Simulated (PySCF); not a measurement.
First SCF of a structure search on triplet RuCl2, at a hand-made bent geometry. PySCF input:

```python
from pyscf import gto, scf, dft
mol = gto.M(atom='''
Ru     0.000000     0.000000     0.000000
Cl     1.834900     0.000000     1.284800
Cl    -1.834900     0.000000     1.284800''',
    basis={'Ru': 'def2-SVP', 'Cl': 'def2-SVP'},
    ecp={'Ru': 'def2-SVP'},
    charge=0, spin=2)
mf = dft.UKS(mol, xc='PBE0')
mf.grids.atom_grid = (50, 194)
aux = {'Ru': 'def2-universal-JKFIT', 'Cl': 'def2-universal-JKFIT'}
mf = mf.density_fit(auxbasis=aux)
mf.conv_tol = 1e-08
mf.diis_space = 10
mf.max_cycle = 60
mf.init_guess = 'minao'
mf.verbose = 4
mf.kernel()
```

Excerpt of the output (cycles alone):

```
init E= -1005.43926638088
cycle= 1 E= -1014.05919058633  delta_E= -8.62  |g|= 1.03  |ddm|= 2.08
cycle= 2 E= -1005.95180844289  delta_E= 8.11  |g|= 2.61  |ddm|= 6.68
cycle= 3 E= -1014.43557487693  delta_E= -8.48  |g|= 0.63  |ddm|= 6.61
cycle= 4 E= -1014.66136364116  delta_E= -0.226  |g|= 0.101  |ddm|= 0.544
cycle= 5 E= -1014.66601866349  delta_E= -0.00466  |g|= 0.063  |ddm|= 0.12
cycle= 6 E= -1014.66835475159  delta_E= -0.00234  |g|= 0.00998  |ddm|= 0.0691
cycle= 7 E= -1014.66859652592  delta_E= -0.000242  |g|= 0.00573  |ddm|= 0.0375
cycle= 8 E= -1014.66885587914  delta_E= -0.000259  |g|= 0.00615  |ddm|= 0.043
cycle= 9 E= -1014.66852050661  delta_E= 0.000335  |g|= 0.00571  |ddm|= 0.0571
cycle= 10 E= -1014.66794668785  delta_E= 0.000574  |g|= 0.00484  |ddm|= 0.149
cycle= 11 E= -1014.66784885957  delta_E= 9.78e-05  |g|= 0.00422  |ddm|= 0.0714
cycle= 12 E= -1014.66785558898  delta_E= -6.73e-06  |g|= 0.00326  |ddm|= 0.0364
cycle= 13 E= -1014.66785971826  delta_E= -4.13e-06  |g|= 0.00176  |ddm|= 0.0222
cycle= 14 E= -1014.66785997885  delta_E= -2.61e-07  |g|= 0.000554  |ddm|= 0.0164
cycle= 15 E= -1014.66785997896  delta_E= -1.18e-10  |g|= 0.000192  |ddm|= 0.00612
cycle= 16 E= -1014.66785998213  delta_E= -3.17e-09  |g|= 0.000128  |ddm|= 0.000555
cycle= 17 E= -1014.66785998368  delta_E= -1.55e-09  |g|= 2.63e-05  |ddm|= 0.00116
Extra cycle  E= -1014.6678599839  delta_E= -2.11e-10  |g|= 3.6e-05  |ddm|= 8.54e-05
converged SCF energy = -1014.6678599839  <S^2> = 2.0112189  2S+1 = 3.00747
```

This is not the lowest solution: another start and a stability analysis within the same unrestricted form found one 50.1 kJ/mol lower, at -1014.68695 Eh.

With open d or f shells other occupations or spin states may lie lower.

The search for the lowest solution, 3 starts and the stability check together, took of the order of 60 core-seconds on a shared host.
